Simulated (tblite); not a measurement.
Compound: C₄H₆FN₂O (doublet state).
Z-matrix (Å and degrees, GFN2-xTB geometry), rows numbered from 1:
```
F 
C   1  1.3728
O   2  1.3847  1  111.21
C   3  1.3711  2  117.11  1   -73.66
C   4  1.4987  3  128.22  2    63.31
C   5  1.5026  4   98.41  3  -161.70
N   6  1.2932  5  113.58  4     3.30
N   7  1.3370  6  108.09  5     0.82
H   2  1.1013  1  106.07  3  -123.23
H   2  1.0952  1  107.02  3   117.22
H   5  1.1024  4  113.91  3   -42.01
H   5  1.0985  4  113.02  3    79.11
H   6  1.0710  5  125.58  4  -178.16
H   8  1.0071  4  125.99  3   -28.27
```

Computed with GFN2-xTB (tblite): harmonic, unscaled wavenumbers at the GFN2-xTB geometry, gas phase. Errors from tens to a few hundred cm⁻¹ against measured bands are possible. One conformer, not necessarily the lowest. Open shells enter through the occupations alone, without spin polarisation, and single modes of such species can be off by tens of per cent.

Harmonic wavenumbers (cm⁻¹): 29.5, 95.7, 109.9, 251.7, 312.6, 413.6, 431.6, 538.4, 558.0, 601.0, 712.9, 846.9, 888.4, 910.5, 958.4, 986.0, 993.9, 1036.1, 1074.8, 1103.7, 1154.5, 1191.5, 1225.2, 1245.8, 1277.2, 1315.5, 1376.9, 1418.3, 1437.8, 1542.3, 2789.9, 2873.5, 2875.3, 2952.2, 3177.3, 3461.9.

A = 4735, B = 1411, C = 1209 MHz; mass 117.046 u (most abundant isotopes); point group C1, symmetry number 1; spin multiplicity 2.

Problem. Zero-point energy?

Solution. ½Σν̃ = 22084 cm⁻¹ = 264.19 kJ/mol.

Problem. Entropy at 500 K, 1 bar (ideal gas, RRHO, classical rotation)?

Solution. Translation 179.00, rotation 123.92, vibration 147.82, spin (R ln 2) 5.76: S = 456.5 J/(mol K).

Problem. And Cp and H(500 K) − H(0)?

Solution. Cp = 184.00 J/(mol K), of which vibrations give 150.74 (their classical limit is 36 R = 299.3); H(500 K) − H(0) = 54.22 kJ/mol without the zero-point energy, 37.59 from vibrations.

Problem. Which modes carry the vibrational entropy at 500 K?

Solution. 29.5 cm⁻¹: 28.82; 95.7 cm⁻¹: 19.06; 109.9 cm⁻¹: 17.92; 251.7 cm⁻¹: 11.18; 312.6 cm⁻¹: 9.47; 413.6 cm⁻¹: 7.34 J/(mol K); the other 30 give 54.03 together.

Problem. What must be added to the electronic energy to get the Gibbs energy at 500 K and 1 bar?

Solution. ZPE + [H(500 K) − H(0)] − T·S = 264.19 + 54.22 − 228.26 = 90.15 kJ/mol.

Problem. How do the functions run with temperature in this model?

Solution. 
```
T (K)  S (J/(mol K))  Cp (J/(mol K))  H − H(0) (kJ/mol)  G − H(0) (kJ/mol)  ln q(vib)
  100          284.2            62.3               4.88             -23.54       1.63
  200          335.6            90.3              12.46             -54.67       3.41
  300          378.4           123.6              23.12             -90.40       5.16
  800          556.1           238.4             118.44            -326.47      14.07
 1000          611.8           260.3             168.44            -443.39      17.43
```

q(vib) and H(0) count from the zero-point level.

Problem. Blend soft modes into free rotors: weight 1/[1 + (100 cm⁻¹/ν̃)⁴] for the oscillator and the rest for a rotor with moment μB/(μ + B), μ = h/(8π²ν), B = 10⁻⁴⁴ kg m². What vibrational entropy results?

Solution. 133.91 J/(mol K) in place of 147.82, which changes −T·S at 500 K by +6.96 kJ/mol.

Hindered rotation and anharmonicity are outside this model. Other conformers, if any are populated, would add a mixing term that is left out. The structure is chiral; the term R ln 2 for an equal mix with its mirror image is left out.
